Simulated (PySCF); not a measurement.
# Electronic absorption of C6H9BFN

Compound: C6H9BFN.
Structure used (PBE0-D3(BJ)/def2-SVP), in Å, numbered top down from 1:
```xyz
18
C6H9BFN angstrom
F     -2.9632    0.9962   -0.3426
C     -2.8378   -0.3967   -0.5153
B     -1.7884   -1.0714    0.4942
N     -0.2901   -0.5909    0.1646
C     -0.0420    0.6996   -0.1124
C      1.2457    1.1577   -0.3527
C      2.3077    0.2584   -0.3012
C      2.0381   -1.0775   -0.0150
C      0.7246   -1.4647    0.2080
H     -2.5926   -0.5580   -1.5828
H     -3.8374   -0.8336   -0.3477
H     -1.9802   -0.7346    1.6588
H     -1.7827   -2.2916    0.3691
H     -0.9232    1.3445   -0.1412
H      1.4039    2.2137   -0.5766
H      3.3313    0.5931   -0.4835
H      2.8337   -1.8225    0.0325
H      0.4423   -2.4948    0.4303
```

Method: TDDFT wB97X-D/def2-SVPD, vertical, gas phase, core orbitals frozen in the response in PySCF.

| state | E (eV) | ν̃ (cm⁻¹) | f | \|μ\| (D) | main configurations (H = HOMO, L = LUMO) |
| --- | --- | --- | --- | --- | --- |
| S1 | 5.12 | 41310 | 0.130 | 2.59 | H→L (95%) |
| S2 | 5.33 | 42960 | 0.021 | 1.02 | H-2→L (52%), H→L+1 (36%) |
| S3 | 5.35 | 43180 | 0.0060 | 0.54 | H-1→L (95%) |
| S4 | 6.08 | 49010 | 0.083 | 1.90 | H→L+1 (62%), H-2→L (32%) |
| S5 | 6.18 | 49890 | 0.015 | 0.79 | H-1→L+1 (88%) |
| S6 | 6.26 | 50490 | 0.0042 | 0.42 | H-3→L (65%), H-4→L (10%), H-5→L (9%) |
| S7 | 6.62 | 53380 | 0.077 | 1.75 | H-2→L+1 (65%), H-4→L (25%) |
| S8 | 7.01 | 56550 | 0.0060 | 0.48 | H-3→L+1 (68%), H-4→L+1 (12%), H-5→L+1 (9%) |
| S9 | 7.27 | 58660 | 0.148 | 2.32 | H-4→L (38%), H-3→L (24%), H-5→L (15%) |
| S10 | 7.59 | 61240 | 0.334 | 3.41 | H-5→L (33%), H-6→L (20%), H-2→L+1 (16%) |

Triplets (Tamm–Dancoff): T1 4.10 eV, H→L (49%), H-2→L+1 (20%), H-4→L (12%); T2 4.43 eV, H-2→L (97%); T3 4.76 eV, H-2→L+1 (76%), H→L (18%); T4 5.28 eV, H-1→L (78%), H→L (10%).

The lowest singlet lies at 5.12 eV (242 nm, ultraviolet) and is of moderate strength; its leading configuration is HOMO→LUMO (95%). The most intense listed level is S10 at 7.59 eV (163 nm, f = 0.334), 2.47 eV above S1. It is the last of those listed, so stronger ones may follow. Löwdin shares by element: HOMO boron 27%, carbon 22% or more, hydrogen 18% or more, fluorine 10% (atoms not listed hold the other 23%); LUMO carbon 48% or more, nitrogen 21% (atoms not listed hold the other 31%). The oscillator strengths of these states sum to 0.825; summed over the whole spectrum of an exact calculation they would give the number of electrons, 66 (Thomas–Reiche–Kuhn). Of the 10 states listed, 7 reach f = 0.01 and none stays under 0.0005. The listed states span 2.47 eV, and the widest gap between neighbours is 0.72 eV (S3 to S4). No computed singlet lies in the visible range (380 to 750 nm); the lowest, at 242 nm, stands 1.86 eV above its violet end (3.26 eV). All these states lie below the vertical ionisation energy of 9.49 eV (ΔSCF). Only the lowest 10 singlets were computed, as vertical energies without vibronic structure.

On one thread of an Arm Neoverse V1, shared host, this took 8.9 min and 1.2 GiB of memory at its peak.

One conformer stands for the species.
